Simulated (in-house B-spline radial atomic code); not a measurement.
Solving the quasi-particle equation for 5s up of Sn³⁺

Configuration [Kr] 4d10 5s1, highest spin, start LDA VWN5; correlation leaves out the 2 deepest shells. Computed with a B-spline radial code for spherical atoms: all electrons, scalar-relativistic (spin-free one-electron X2C), finite nucleus, each spin shell either full or empty, empty states to l = 9 with an (l + 1/2)⁻⁴ tail; G0W0 by contour deformation at full frequency.

RPA overbinds a lone outer s electron by self-correlation, and G0W0 tends to as well.

At the mean-field level ε = -36.914 eV the matrix elements are Σx = -17.047 eV, v_xc = -14.345 eV and Σc(ε) = -2.236 eV, and the slope of the correlation self-energy is dΣc/dω = -0.0480. The quasi-particle energy solves E = ε + Σx − v_xc + Σc(E).

(1) What does the linearised equation give?

(2) How does that compare with the full solution and with static screening?

Results:

(1) Z = 1/(1 − dΣc/dω) = 1/1.0480 = 0.9542. The first-order shift is Σx − v_xc + Σc(ε) = -17.047 − (-14.345) + (-2.236) = -4.938 eV, so E ≈ ε + Z × shift = -36.914 + 0.9542 × (-4.938) = -41.626 eV.

(2) Solving the equation at full frequency dependence gives E = -41.641 eV, where Σc = -2.026 eV and the weight is 0.959; the linearised value is off by 15 meV. Leaving Z out would give -41.852 eV. Static COHSEX puts -3.743 eV in place of Σc and gives -43.359 eV, 1.72 eV deeper. The tabulated removal energy is 40.74 ± 0.04 eV (NIST, measured); the run leaves out spin-orbit coupling, Breit and QED terms.
